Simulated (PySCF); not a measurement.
Sc(F)3, SMILES [F][Sc]([F])[F] (F3Sc) (PBE0/def2-SVP optimised geometry):

```
4

Sc    -0.455    -0.001     0.000
F      1.367    -0.001     0.000
F     -1.364     1.578     0.000
F     -1.367    -1.578     0.004
```

Computed with PBE0/def2-TZVP in PySCF.

**Question.** What are the frontier orbital energies and the dipole moment?

**Answer.** HOMO-2 -11.27 eV, HOMO-1 -11.27 eV, HOMO -11.22 eV, LUMO -2.53 eV, LUMO+1 -1.15 eV; dipole moment 0.01 D.

Meta-Löwdin charges at PBE0/def2-TZVP: Sc1 1.58, F2 -0.53, F3 -0.53, F4 -0.53.
